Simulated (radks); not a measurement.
Problem. Ba4+, 52 electrons, occupied as [Kr] 4d10 5s2 5p4. Method: scalar-relativistic Kohn-Sham, LDA (Slater exchange, Perdew-Wang correlation), spin-polarised, spherical densities, point nucleus; open shells are filled with parallel spins first (spin-orbit coupling, left out, can overturn this in heavy ions); computed with a radial shooting solver on a logarithmic mesh with Libxc functionals. Some entries of the table are withheld. Estimate them.

| orbital | occ. | eigenvalue (eV) | <1/r> (bohr^-1) |
|---|---|---|---|
| 1s up | 1 | -37261.84 | 60.65 |
| 1s down | 1 | -37261.70 | 60.65 |
| 2s up | 1 | -5924.783 | 13.95 |
| 2s down | 1 | -5924.702 | 13.95 |
| 2p up | 3 | -5319.818 | 13.27 |
| 2p down | 3 | -5319.703 | 13.27 |
| 3s up | 1 | -1281.977 | 5.036 |
| 3s down | 1 | -1281.854 | 5.036 |
| 3p up | 3 | -1088.006 | 4.780 |
| 3p down | 3 | -1087.871 | 4.780 |
| 3d up | 5 | -805.5087 | 4.533 |
| 3d down | 5 | -805.3818 | 4.534 |
| 4s up | 1 | -283.2317 | 2.088 |
| 4s down | 1 | -282.9725 | 2.088 |
| 4p up | 3 | -220.5387 | 1.923 |
| 4p down | 3 | -220.2546 | 1.924 |
| 4d up | 5 | (1) | 1.659 |
| 4d down | 5 | (2) | 1.663 |
| 5s up | 1 | -71.2756 | 0.8417 |
| 5s down | 1 | -69.6872 | 0.8442 |
| 5p up | 3 | -54.9339 | (3) |
| 5p down | 1 | -53.3248 | (4) |

Solution. 
(1) 4d up eigenvalue (eV): -129.4496
(2) 4d down eigenvalue (eV): -129.0636
(3) 5p up <1/r> (bohr^-1): 0.7379
(4) 5p down <1/r> (bohr^-1): 0.7365
